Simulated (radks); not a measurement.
All-electron atom: Sm2+ in [Xe] 4f6.

Method: scalar-relativistic Kohn-Sham, PBE, spin-polarised, spherical densities, finite nucleus; open shells are filled with parallel spins first (spin-orbit coupling, left out, can overturn this in heavy ions); Fermi nuclear charge, rms radius 5.0819 fm; computed with a radial shooting solver on a logarithmic mesh with Libxc functionals.

Energy parts (eV):
total: -283709.36
kinetic: 303229.05
electron-nucleus: -689880.01
Hartree: 109342.77
exchange-correlation: -6401.17

Orbitals (lengths in bohr, moments of r in powers of bohr; r(max) is where P^2 peaks; r(90%) holds 90 % of the orbital's charge):
| orbital | occ. | eigenvalue (eV) | r(max) | r(90%) |
|---|---|---|---|---|
| 1s up | 1 | -46684.94 | 0.01449 | 0.0411 |
| 1s down | 1 | -46684.94 | 0.01449 | 0.0411 |
| 2s up | 1 | -7639.285 | 0.08215 | 0.150 |
| 2s down | 1 | -7639.261 | 0.08215 | 0.150 |
| 2p up | 3 | -6816.354 | 0.06635 | 0.139 |
| 2p down | 3 | -6816.339 | 0.06635 | 0.139 |
| 3s up | 1 | -1684.067 | 0.2337 | 0.374 |
| 3s down | 1 | -1682.220 | 0.2336 | 0.374 |
| 3p up | 3 | -1426.745 | 0.2291 | 0.379 |
| 3p down | 3 | -1424.908 | 0.2290 | 0.379 |
| 3d up | 5 | -1078.076 | 0.1878 | 0.360 |
| 3d down | 5 | -1076.664 | 0.1877 | 0.360 |
| 4s up | 1 | -346.5591 | 0.5396 | 0.832 |
| 4s down | 1 | -341.8903 | 0.5393 | 0.832 |
| 4p up | 3 | -262.0339 | 0.5632 | 0.892 |
| 4p down | 3 | -257.3599 | 0.5628 | 0.892 |
| 4d up | 5 | -143.4243 | 0.5879 | 1.01 |
| 4d down | 5 | -138.7498 | 0.5873 | 1.01 |
| 4f up | 6 | -17.0085 | 0.6140 | 1.70 |
| 4f down | 0 | -12.9724 | 0.6166 | 1.90 |
| 5s up | 1 | -57.5987 | 1.257 | 2.02 |
| 5s down | 1 | -54.8550 | 1.271 | 2.05 |
| 5p up | 3 | -37.2627 | 1.426 | 2.39 |
| 5p down | 3 | -35.1984 | 1.449 | 2.45 |

The highest occupied level is 4f up at -17.008 eV. The density falls to 0.001 e/bohr^3 at r = 3.52 bohr. For comparison, the ionisation energy in NIST's Atomic Spectra Database is 23.6 eV (semi-empirical). In exact Kohn-Sham theory the highest level is minus the ionisation energy, but local and semilocal functionals leave it too shallow, through self-interaction and a potential that decays too fast; potentials with the right tail come closer. Summed over all electrons, <r^2> = 40.57 bohr^2, which gives a Langevin (diamagnetic) susceptibility term of -32.1 x 10^-6 cm^3/mol. Spin moment in Bohr magnetons: 6.
